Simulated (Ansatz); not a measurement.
Relaxation of ClGaH$_{3}$N (6 atoms, charge 0, multiplicity 1), to a largest force component of 0.02 eV/Å in at most 40 steps.

The calculation used RKS B3LYP-D4/def2-SVP (Ansatz 0.2.0).

```xyz
6
Properties=species:S:1:pos:R:3:forces:R:3
Ga 0.000 0.000 0.000 -1.03 -0.07 -1.06
H 0.000 0.000 1.570 0.19 -0.11 -0.18
Cl 1.940 0.000 -1.120 -0.87 0.11 0.46
N -1.671 0.000 -0.965 0.69 0.15 0.32
H -2.340 -0.816 -0.866 0.88 1.73 -0.35
H -1.920 0.816 -1.594 0.15 -1.82 0.81
```

Task: Where does it end, and by what steps?

Result: The run converged. After 7 steps the energy has fallen by 0.664 eV; H6 moved furthest, 0.76 Å.

```json
{"step": "0", "energy less start (eV)": "0.0000", "largest force component (eV/Å)": "1.817", "accepted": "yes"}
{"step": "1", "energy less start (eV)": "-0.3298", "largest force component (eV/Å)": "1.272", "accepted": "yes"}
{"step": "2", "energy less start (eV)": "-0.4811", "largest force component (eV/Å)": "1.205", "accepted": "yes"}
{"step": "3", "energy less start (eV)": "-0.5887", "largest force component (eV/Å)": "0.677", "accepted": "yes"}
{"step": "4", "energy less start (eV)": "-0.6328", "largest force component (eV/Å)": "0.162", "accepted": "yes"}
{"step": "5", "energy less start (eV)": "-0.6588", "largest force component (eV/Å)": "0.218", "accepted": "yes"}
{"step": "6", "energy less start (eV)": "-0.6625", "largest force component (eV/Å)": "0.131", "accepted": "yes"}
{"step": "7", "energy less start (eV)": "-0.6637", "largest force component (eV/Å)": "0.011", "accepted": "yes"}
```

```xyz
6
Properties=species:S:1:pos:R:3
Ga -0.059 -0.048 0.031
H 0.043 -0.366 1.544
Cl 1.721 0.401 -1.125
N -1.584 -0.006 -0.936
H -2.507 -0.190 -0.560
H -1.606 0.208 -1.928
```

Whether the end is a true minimum wasn't checked by a vibrational analysis.

Run time: 25 s on 1 thread of Arm Neoverse V2, with other jobs on the host, peak memory 0.16 GiB.
